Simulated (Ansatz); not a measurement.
`C[SiH](F)F` + `C=C=N` → `C=C=N[SiH](F)F` + CH₄ at 700 K and 1 bar (ligand exchange at the Si–C bond).

Calculated with Ansatz (gas phase, PBE0-D4/def2-TZVP geometries, no zero-point term in ΔE). CCSD(T)/CBS adds triple-zeta CCSD(T) − MP2 to the extrapolated MP2 energy (def2 sets, frozen cores). This one scheme is used for every species. Each species was taken in one conformer, which may not be the lowest.

```
         species  CCSD(T)/CBS energy (Eh)  H − E (kJ/mol)  S (J/(mol·K))
    `C[SiH](F)F`               -529.27654           195.3          396.3
         `C=C=N`               -132.55079           156.4          309.8
`C=C=N[SiH](F)F`               -621.39174           207.0          466.9
             CH₄                -40.46206           145.9          224.0
```

H − E and S are ideal-gas, rigid-rotor, harmonic terms from PBE0-D4/def2-TZVP, for one conformer and one mirror image of each species. 1 Eh = 2625.50 kJ/mol, R = 8.31446 J/(mol·K).

Problem. By hand: ΔE, ΔH, ΔS and ΔG.

Solution. ΔE = (-621.39174) + (-40.46206) − (-529.27654) − (-132.55079) = -0.02647 Eh = -69.5 kJ/mol. Δ(H − E) = 207.0 + 145.9 − 195.3 − 156.4 = 1.2, so ΔH = -68.3 kJ/mol. ΔS = 466.9 + 224.0 − 396.3 − 309.8 = -15.2 J/(mol·K). ΔG = -68.3 − 700 × (-15.2)/1000 = -57.7 kJ/mol.

Problem. By hand: the equilibrium constant, and the temperature at which ΔG would vanish if ΔH and ΔS stayed fixed.

Solution. log₁₀ K = −ΔG/(RT ln 10) = 4.3. ΔG = 0 at ΔH/ΔS = 4493 K, far beyond where these terms or the molecules hold.

ΔH outweighs TΔS. A doubt of 5 kJ/mol in ΔE shifts log₁₀ K by 0.4 here. Other conformers and mirror images would add mixing entropy, several J/(mol·K) or more a flexible species. Modes under 60 cm⁻¹, often nearly free rotors, make the harmonic entropy too high. These are equilibria of isolated gas molecules and say nothing of rates. Largest T1 diagnostic: 0.015 (customary marks: 0.02 for closed shells, 0.045 for open ones).
